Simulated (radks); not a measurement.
Results of a calculation; reference values are marked as such.
Q: Bi+, configuration [Hg] 6p2. Code: a radial shooting solver on a logarithmic mesh with Libxc functionals. Model: Dirac Kohn-Sham, BLYP, spin-unpolarised, spherical densities, point nucleus; open shells fill j = l - 1/2 first. Some entries of the table are withheld. Estimate them.

| orbital | occ. | eigenvalue (hartree) | r(max) (bohr) |
|---|---|---|---|
| 1s1/2 | 2 | -3327.196 | 0.009650 |
| 2s1/2 | 2 | -597.4656 | 0.05639 |
| 2p1/2 | 2 | -573.9802 | 0.04118 |
| 2p3/2 | 4 | -488.6910 | 0.04902 |
| 3s1/2 | 2 | -144.3818 | 0.1587 |
| 3p1/2 | 2 | -133.7872 | 0.1478 |
| 3p3/2 | 4 | -114.6910 | 0.1636 |
| 3d3/2 | 4 | -97.36270 | 0.1269 |
| 3d5/2 | 6 | -93.31521 | 0.1312 |
| 4s1/2 | 2 | -33.32108 | 0.3563 |
| 4p1/2 | 2 | (1) | 0.3536 |
| 4p3/2 | 4 | (2) | 0.3855 |
| 4d3/2 | 4 | -16.53337 | 0.3763 |
| 4d5/2 | 6 | -15.65519 | 0.3859 |
| 5s1/2 | 2 | -6.03352 | 0.7712 |
| 4f5/2 | 6 | -5.95111 | 0.3398 |
| 4f7/2 | 8 | -5.74933 | 0.3442 |
| 5p1/2 | 2 | -4.43751 | (3) |
| 5p3/2 | 4 | -3.52893 | (4) |
| 5d3/2 | 4 | -1.30981 | (5) |
| 5d5/2 | 6 | -1.19956 | (6) |
| 6s1/2 | 2 | (7) | 1.864 |
| 6p1/2 | 2 | (8) | (9) |
| 6p3/2 | 0 | (10) | (11) |

A: 
(1) 4p1/2 eigenvalue (hartree): -28.71774
(2) 4p3/2 eigenvalue (hartree): -24.01036
(3) 5p1/2 r(max) (bohr): 0.8067
(4) 5p3/2 r(max) (bohr): 0.8830
(5) 5d3/2 r(max) (bohr): 1.017
(6) 5d5/2 r(max) (bohr): 1.048
(7) 6s1/2 eigenvalue (hartree): -0.78026
(8) 6p1/2 eigenvalue (hartree): -0.45865
(9) 6p1/2 r(max) (bohr): 2.190
(10) 6p3/2 eigenvalue (hartree): -0.37744
(11) 6p3/2 r(max) (bohr): 2.475
